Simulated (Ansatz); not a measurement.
A structure relaxed at PBE0-D4/def2-TZVP, charge 0, multiplicity 1:

```xyz
8

F     0.994    1.469    1.774
Sn    0.905   -0.167    0.770
Cl    0.094   -1.720    2.301
Ge   -0.883    0.199   -1.076
H     2.533   -0.572    0.474
H    -0.400    1.307   -2.020
H    -1.057   -1.116   -1.843
H    -2.186    0.600   -0.380
```

Question: Give its formula and SMILES.

Answer: ClFGeH4Sn, `[F][SnH]([Cl])[GeH3]`.

Question: Summarise the bond lengths by kind.

Answer: 1 × F–Sn 1.922 Å; 1 × Cl–Sn 2.326 Å; 1 × Ge–Sn 2.596 Å; 1 × H–Sn 1.704 Å; 3 × Ge–H 1.530 to 1.533 Å.

All numbers were calculated with Ansatz.
